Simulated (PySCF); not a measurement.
**Ne²⁺: ionisation energy**

Ne²⁺ [He] 2s2 2p4 (3P) → Ne³⁺ [He] 2s2 2p3 (4S), as a difference of total energies. Computed with PySCF 2.14 in aug-cc-pCVQZ-DK, with the spin-free X2C one-electron Hamiltonian (Gaussian nucleus). Correlated levels: valence: 1s2 frozen; valence and next inner shell: nothing frozen. The calculations carry no spin-orbit coupling.

```tsv
method	ionisation energy (eV)	plus first-order spin-orbit estimate	error of that sum (eV)
UHF	61.823	61.861	-1.562
LDA	63.639	63.677	+0.254
PBE	63.878	63.916	+0.493
PBE0	63.728	63.765	+0.342
r2SCAN	63.616	63.653	+0.230
BP86	64.056	64.094	+0.671
wB97X-V	63.588	63.625	+0.202
BHandHLYP	63.691	63.729	+0.306
ROHF	61.776	61.813	-1.610
MP2 (valence)	63.187	63.225	-0.198
SCS-MP2 (valence)	63.330	63.367	-0.056
MP2 (valence and next inner shell)	63.229	63.266	-0.157
SCS-MP2 (valence and next inner shell)	63.353	63.391	-0.032
```

Reference: 63.423 eV (measured; NIST Atomic Spectra Database, ionization energies).

A first-order spin-orbit estimate (lowest level to lowest level, LS coupling) adds 0.038 eV.

Errors of the correlated levels include the incompleteness of this basis and the frozen core.
